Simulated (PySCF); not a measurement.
Spinor energies of S(3+) (sulfur, charge +3)

Start: [Ne] 3s1 3p1 4s1; 3s1/2 filled at m_j = +1/2; 3p3/2 filled at m_j = +3/2; 4s1/2 filled at m_j = +1/2. Calculated with PySCF 2.14 in x2c-TZVPall-2c with one added diffuse shell each of s, p type (6s7p2d1f, 44 functions): generalised Hartree-Fock with the X2C-1e Hamiltonian and a Gaussian nucleus; one run each with spin-orbit coupling (SO) switched off, then screened by Boettger's factors. This is a chosen level, not necessarily the ground level.

```csv
spinor shell,electrons,"ε, spin-free (eV)","ε, screened SO (eV)",weight of nominal j (screened SO),"rms radius, screened SO (bohr)"
1s1/2,2,-2564.4,-2564.4,1.000,0.112
2s1/2,2,-296.91,-296.92,1.000,0.514
2p1/2,2,-232.56,-233.44,0.881,0.488
3s1/2,1,-66.816,-66.821,0.999,1.57
3p3/2,1,-53.383,-53.335,1.000,1.72
4s1/2,1,-24.579,-24.580,1.000,3.65
```

(1) Where does 2p3/2 lie, and what is the 2p spin-orbit splitting (screened SO)?

| quantity | spin-free | screened SO |
| --- | --- | --- |
| E (hartree) | -395.01377 | -395.01266 |
| M_J | 5/2 | 5/2 |
| ⟨J²⟩ | 8.755 | 8.755 |
| ⟨L²⟩ | 2.005 | 2.005 |
| ⟨S²⟩ | 3.750 | 3.750 |

Each row is a mean over spinors that exchange with the open shell spreads, by up to 2.387 eV (2p3/2).

Rows whose weight is well below 1 are mixtures of j = l ± 1/2: exchange outweighs spin-orbit coupling there, and the label is only the starting occupation.

Without spin-orbit coupling the j labels of p, d and f shells carry no meaning; the spin-free column gives the mean over the occupied spinors of each nl shell.

Answers

(1) At -232.15 eV, 1.286 eV above 2p1/2.
